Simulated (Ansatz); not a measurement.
One change: `F[SiH2]OBS` becomes `F[SiH2]OCI`.

Ansatz, PBE0-D4/def2-TZVP geometries, multiplicity 1. Each molecule was computed in one conformer, which needn't be the lowest.

Elements past krypton have def2 core potentials.

| property | `F[SiH2]OBS` |
| --- | --- |
| HOMO energy (PBE0/def2-TZVPP) / eV | -7.97 |
| size of the dipole moment (ωB97M-V/def2-TZVPP) / D | 1.50 |
| size of the dipole moment (B3LYP/def2-TZVPP) / D | 1.51 |
| LUMO energy (PBE/def2-TZVPP) / eV | -1.41 |
| LUMO energy (B3LYP/def2-TZVPP) / eV | -0.64 |
| HOMO–LUMO gap (PBE0/def2-TZVPP) / eV | 7.53 |

**Question.** Give the same properties after the change, and the shifts. (Best estimate.)

**Answer.** Ansatz gave: 
```
                                          property  `F[SiH2]OCI`  shift
                HOMO energy (PBE0/def2-TZVPP) / eV         -7.45   0.52
size of the dipole moment (ωB97M-V/def2-TZVPP) / D          1.04  -0.46
  size of the dipole moment (B3LYP/def2-TZVPP) / D          1.08  -0.43
                 LUMO energy (PBE/def2-TZVPP) / eV         -1.99  -0.58
               LUMO energy (B3LYP/def2-TZVPP) / eV         -1.34  -0.70
              HOMO–LUMO gap (PBE0/def2-TZVPP) / eV          6.36  -1.17
```

With PBE0 the HOMO rises by 0.52 eV and the LUMO falls by 0.65 eV, so the gap narrows by about 1.17 eV. PBE moves the HOMO by 0.49 eV and ωB97M-V by 0.53 eV. Dipoles are sizes alone; their direction can turn.

B3LYP here is the variant with VWN-RPA as its local correlation; programs differ in this.

Spin–orbit coupling is left out; it splits and shifts lone-pair levels of the heavy atoms by tenths of an eV.
